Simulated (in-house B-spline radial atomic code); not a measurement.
A run on Cl³⁺ (an excited or competing configuration) that did not converge. Method: non-relativistic wB97X, spin-polarised, spherical fractional occupations, exact exchange averaged over the configuration, point nucleus; computed with a B-spline radial code for spherical atoms.

Command:
```bash
python run_scf.py task.json out
```
Settings:
```
Z                17
configuration    [Ne] 3s1 3p2 4p1
hamiltonian      nr
method           wb97x
spin_polarised   True
exact_exchange   averaged over the configuration
```

First and last ten iterations of the last attempt (damped for 15 steps, keeping 80 % of the old Fock matrix, then DIIS):
```
 iter        energy (Eh)    residual
    1        -454.268924    2.66e-01
    2        -455.725510    1.12e-01
    3        -455.787239    8.32e-02
    4        -455.820746    6.15e-02
    5        -455.838969    4.54e-02
    6        -455.848901    3.35e-02
    7        -455.854329    2.48e-02
    8        -455.857306    1.83e-02
    9        -455.858945    1.35e-02
   10        -455.859852    1.00e-02
  111        -455.861025    9.47e-05
  112        -455.861025    6.64e-06
  113        -455.861025    5.73e-06
  114        -455.861025    8.50e-06
  115        -455.861025    4.90e-06
  116        -455.861025    6.35e-06
  117        -455.861025    8.80e-06
  118        -455.861025    8.67e-06
  119        -455.861025    2.61e-05
  120        -455.861025    4.18e-05
 not converged after 120 iterations
```

The smallest residual met was 2.8e-06; the threshold is about 2e-07. Over the last five steps the energy moves by less than 1e-08 hartree, but the orbitals didn't meet the threshold. Run time, properties included: 4.3 s on 1 thread of AMD EPYC 7R43 64-Core Processor, on a shared host.
